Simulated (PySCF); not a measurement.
TiCl3, SMILES [Cl][Ti+]([Cl])[Cl], charge +1, multiplicity 1.

Geometry optimised at PBE0-D3(BJ)/def2-SVP. The multiplicity is an assumed one; other spin states were not compared. The isomer is the one that the SMILES or the coordinates give; other isomers of the formula were not compared.

Calculation: PySCF with PBE/def2-TZVPD.

Symmetry labels are those of the subgroup Cs that the program uses (full group C3v).

Computed valence orbital energies around the gap with their symmetry:
| orbital | symmetry | energy (eV) |
|---|---|---|
| HOMO−7 | A" | -15.29 |
| HOMO−6 | A' | -15.29 |
| HOMO−5 | A" | -14.86 |
| HOMO−4 | A' | -14.86 |
| HOMO−3 | A' | -14.61 |
| HOMO−2 | A" | -14.08 |
| HOMO−1 | A' | -14.08 |
| HOMO | A" | -13.53 |
| LUMO | A' | -10.76 |
| LUMO+1 | A' | -10.35 |
| LUMO+2 | A" | -10.35 |
| LUMO+3 | A" | -9.18 |
